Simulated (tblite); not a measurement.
Species: C4H9As2N.
Cartesian coordinates in Å at the GFN2-xTB level; atoms count from 1:
```
atom  x, y, z in Å
N1    -1.0012    0.5629    2.6208
C2    -0.8276   -0.2298    1.8147
C3    -0.6104   -1.1822    0.7590
C4    -0.4811   -0.4583   -0.5898
As5   -2.2151    0.4708   -1.0171
C6     0.7114    0.4831   -0.6121
As7    2.4503   -0.4362   -0.2455
H8    -1.4576   -1.8791    0.7388
H9     0.3052   -1.7521    0.9790
H10   -0.3446   -1.2298   -1.3635
H11   -1.6487    1.1366   -2.2424
H12   -1.8936    1.7000   -0.2233
H13    0.5707    1.2966    0.1062
H14    0.7944    0.9307   -1.6102
H15    3.2389    0.8307   -0.3699
H16    2.4012   -0.2349    1.2442
```

Level: GFN2-xTB in tblite, geometry and Hessian alike; calculated harmonic values, unscaled, isolated species. The method is semi-empirical: single wavenumbers can be off by several per cent or more. Modes of hydrogen on arsenic can be 10 to 20 % off. One conformer, not necessarily the lowest.

Harmonic wavenumbers (cm⁻¹): 30.8, 78.6, 129.0, 141.5, 157.4, 170.7, 197.7, 253.7, 362.2, 388.7, 536.1, 572.3, 596.1, 672.8, 728.5, 737.8, 764.5, 853.2, 889.1, 933.1, 999.3, 1018.2, 1025.1, 1089.3, 1107.1, 1150.0, 1158.9, 1216.7, 1270.4, 1314.7, 1411.3, 1443.3, 1909.6, 1920.0, 1959.1, 1962.8, 2402.5, 2844.8, 2863.9, 2898.7, 2915.1, 2927.2.

A = 1819, B = 527.9, C = 441.7 MHz; mass 220.917 u (most abundant isotopes); point group C1, symmetry number 1.

Task: Zero-point energy?

Result: ½Σν̃ = 24001 cm⁻¹ = 68.62 kcal/mol.

Task: Entropy at 500 K, 1 bar (ideal gas, RRHO, classical rotation)?

Result: Translation 44.68, rotation 32.55, vibration 48.98: S = 126.2 cal/(mol K).

Task: And Cp and H(500 K) − H(0)?

Result: Cp = 52.24 cal/(mol K), of which vibrations give 44.30 (their classical limit is 42 R = 83.5); H(500 K) − H(0) = 16.05 kcal/mol without the zero-point energy, 12.08 from vibrations.

Task: Blend soft modes into free rotors: weight 1/[1 + (100 cm⁻¹/ν̃)⁴] for the oscillator and the rest for a rotor with moment μB/(μ + B), μ = h/(8π²ν), B = 10⁻⁴⁴ kg m². What vibrational entropy results?

Result: 45.21 cal/(mol K) in place of 48.98, which changes −T·S at 500 K by +1.89 kcal/mol.

Task: How do the functions run with temperature in this model?

Result: 
| T (K) | S (cal/(mol K)) | Cp (cal/(mol K)) | H − H(0) (kcal/mol) | G − H(0) (kcal/mol) | ln q(vib) |
| --- | --- | --- | --- | --- | --- |
| 100 | 74.0 | 19.6 | 1.35 | -6.05 | 2.02 |
| 200 | 90.3 | 28.3 | 3.75 | -14.31 | 4.82 |
| 300 | 103.5 | 37.2 | 7.03 | -24.02 | 7.47 |
| 800 | 154.2 | 66.5 | 34.06 | -89.27 | 19.41 |
| 1000 | 169.7 | 72.5 | 47.99 | -121.68 | 23.60 |

q(vib) and H(0) count from the zero-point level.

Hindered rotation and anharmonicity are outside this model. Other conformers, if any are populated, would add a mixing term that is left out. The structure is chiral; the term R ln 2 for an equal mix with its mirror image is left out.

Hardware: one thread of an Arm Neoverse V1 (shared host). Cost: 0.59 s wall. The figure is for the frequency step alone.
